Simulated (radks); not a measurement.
Results of a calculation; reference values are marked as such.
Valence configurations of In I (all share [Kr]). Code: a radial shooting solver on a logarithmic mesh with Libxc functionals. Model: Dirac Kohn-Sham, PBE, spin-unpolarised, spherical densities, finite nucleus; open shells are shared between the two j in proportion to 2j + 1; Fermi nuclear charge, rms radius 4.6156 fm. Order these by energy: 4d10 5p3; 4d9 5s1 5p3; 4d7 5s2 5p4; 4d9 5p4; 4d8 5s2 5p3; 4d10 5s1.5 5p1.5; 4d9 5s2 5p2; 4d10 5s2 5p1; 4d10 5s1 5p2; 4d9.5 5p3.5.

Answer. From the lowest, in eV above it: 4d10 5s2 5p1 0.000; 4d10 5s1.5 5p1.5 2.878; 4d10 5s1 5p2 5.828; 4d10 5p3 11.920; 4d9 5s2 5p2 18.287; 4d9.5 5p3.5 21.368; 4d9 5s1 5p3 24.973; 4d9 5p4 31.871; 4d8 5s2 5p3 40.971; 4d7 5s2 5p4 68.067. NIST lists [Kr] 4d10 5s2 5p1 as the ground configuration; this level of theory agrees among the configurations tried. The energies are those of spherical spin-averaged densities, not of single terms.
